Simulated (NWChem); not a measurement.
# SiHOICl2; SMILES O[Si](Cl)(Cl)I

```xyz
6

O     -1.9740    -1.0337     0.0000
Si    -0.3262    -0.8545     0.0000
Cl     0.5163    -1.7463     1.6645
Cl     0.5163    -1.7463    -1.6645
I      0.0961     1.5389     0.0000
H     -2.2911    -1.9565     0.0000
```
Atoms are numbered in this order, from 1.

Results from NWChem. The geometry was optimised at PBE-D3(BJ)/def2-SVP. def2 effective core potentials on I; no spin-orbit coupling.

For level Hartree-Fock/def2-SVP (core potentials):

```yaml
highest occupied level (eV): -10.63
orbital gap (eV): 13.22
dipole (D): 1.51
```

Task: What are these values for level Hartree-Fock/STO-3G (all-electron, non-relativistic)?

Result: The highest occupied level (eV) is -8.63, the orbital gap (eV) is 13.80 and the dipole (D) comes out as 2.02.
